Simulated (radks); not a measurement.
Task: Neutral manganese: order these configurations by energy. Calculated with a radial shooting solver on a logarithmic mesh with Libxc functionals: Dirac Kohn-Sham, PBE, spin-unpolarised, spherical densities, finite nucleus; Fermi nuclear charge, rms radius of each element as measured or else 0.836 A^(1/3) + 0.57 fm. Sub-shells are occupied by j as written (lower j first in brackets). [Ar] 3d(3/2: 3, 5/2: 2) 4s1 4p(1/2: 1, 3/2: 0); [Ar] 3d(3/2: 3, 5/2: 2) 4s2; [Ar] 3d(3/2: 4, 5/2: 0) 4s2 4p(1/2: 1, 3/2: 0); [Ar] 3d(3/2: 4, 5/2: 1) 4s1 4p(1/2: 1, 3/2: 0); [Ar] 3d(3/2: 4, 5/2: 1) 4s2; [Ar] 3d(3/2: 4, 5/2: 2) 4s1.

Result: From the lowest, in eV above it: [Ar] 3d(3/2: 4, 5/2: 2) 4s1 0.000; [Ar] 3d(3/2: 4, 5/2: 1) 4s2 0.288; [Ar] 3d(3/2: 3, 5/2: 2) 4s2 0.406; [Ar] 3d(3/2: 4, 5/2: 1) 4s1 4p(1/2: 1, 3/2: 0) 4.112; [Ar] 3d(3/2: 3, 5/2: 2) 4s1 4p(1/2: 1, 3/2: 0) 4.231; [Ar] 3d(3/2: 4, 5/2: 0) 4s2 4p(1/2: 1, 3/2: 0) 7.961.
